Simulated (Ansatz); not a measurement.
`SC1[SiH2]S1` + H₂O → `OC1[SiH2]S1` + H₂S  (formal hydrolysis of a C–S bond)

Computed with Ansatz on PBE0-D4/def2-TZVP structures; ΔE is electronic, products minus reactants. CBS: MP2 limit from def2 TZ/QZ plus the TZ coupled-cluster correction, frozen cores. This one scheme is used for every species. Functionals use def2-TZVPP. B3LYP here is the variant with VWN-RPA as its local correlation; programs differ in this. Each species was taken in one conformer, which may not be the lowest.

Problem. Is it downhill or uphill in electronic energy at CCSD(T)/CBS, and by how much? (Estimate.)

Solution. Ansatz gave: Uphill: ΔE = +45.9 kJ/mol.

Problem. What do these levels give: B3LYP-D4, ωB97X-V, B2PLYP, PBE-QIDH, revPBE, BLYP, LC-ωPBE, MP2/def2-SVP, CCSD(T)/def2-SVP, MP2/def2-TZVPP, HF/def2-QZVPP, MP2/def2-QZVPP? (Estimate.)

Solution. The calculation gave: B3LYP-D4 35.2, ωB97X-V 34.1, B2PLYP 35.8, PBE-QIDH 42.9, revPBE 31.1, BLYP 24.5, LC-ωPBE 35.5, MP2/def2-SVP 29.5, CCSD(T)/def2-SVP 19.9, MP2/def2-TZVPP 50.9, HF/def2-QZVPP 27.9, MP2/def2-QZVPP 55.0 kJ/mol.

Largest T1 diagnostic among the species: 0.013.

In def2-TZVPP, CCSD(T) changes the Hartree–Fock value by +11.9 kJ/mol (the triples alone add +1.7 kJ/mol) and MP2 by +23.7 kJ/mol. From PBE to PBE0 (25 % exact exchange), in def2-TZVPP and without D4, ΔE moves by +3.5 kJ/mol.
